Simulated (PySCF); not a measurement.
# Hartree-Fock beside MP2: AlH3N2Si

All numbers below are calculated, not measured. They come from PySCF 2.14.0, an open-source quantum chemistry program, on an isolated molecule that a program drew, which may never have been made. The molecule is AlH3N2Si (charge 0, singlet), drawn as the SMILES string `N[Si][N]=[AlH]`.

The geometry was optimised and harmonic frequencies were computed with HF and MP2, all in the cc-pV(D+d)Z basis, for the commonest isotopes, with a restricted reference for singlets and an unrestricted one otherwise, and a frozen core in MP2. Each result is a local minimum of its method.

Geometry at the HF minimum:
```xyz
7
AlH3N2Si, angstrom
N    -0.7375   -0.1250    0.8506
Si   -0.1685    1.4927    0.7467
N    -1.6047    2.3889    0.6151
Al   -2.7398    3.5477    0.4750
H    -0.1166   -0.9065    0.9393
H    -1.7031   -0.3988    0.8321
H    -3.8299    4.6458    0.3417
```

Lengths of the bonds as drawn, in Å (atoms numbered as above):
| bond | HF | MP2 |
|---|---|---|
| N1-Si2 | 1.718 | 1.726 |
| Si2-N3 | 1.698 | 1.744 |
| N3-Al4 | 1.628 | 1.675 |
| N1-H5 | 1.002 | 1.018 |
| N1-H6 | 1.004 | 1.020 |
| Al4-H7 | 1.553 | 1.561 |

Rotational constants, in GHz:
| constant | HF | MP2 |
|---|---|---|
| A | 20.45 | 21.44 |
| B | 2.098 | 2.023 |
| C | 1.903 | 1.848 |

Harmonic frequencies in cm^-1, each column in rising order, so a row needn't be the same motion in every method:
| rank | HF | MP2 |
|---|---|---|
| 1 | 99 | 60 |
| 2 | 105 | 74 |
| 3 | 329 | 266 |
| 4 | 427 | 372 |
| 5 | 460 | 397 |
| 6 | 485 | 412 |
| 7 | 555 | 538 |
| 8 | 593 | 547 |
| 9 | 819 | 748 |
| 10 | 861 | 837 |
| 11 | 1342 | ? |
| 12 | 1667 | 1533 |
| 13 | 2112 | 2051 |
| 14 | 3758 | 3562 |
| 15 | 3872 | 3697 |

**Estimate the missing MP2 frequency from the HF column.**

A single factor s that minimises the squared misfit of MP2 against s times HF over the other rows is sum(HF x MP2) / sum(HF^2) = 0.9490, with an rms misfit of 33 cm^-1. For rank 11 it gives 0.9490 x 1342 = 1274 cm^-1. The calculation gives 1190 cm^-1, 84 cm^-1 below the estimate. The drawn bonds are on average 1.6 % longer in MP2 than in HF.
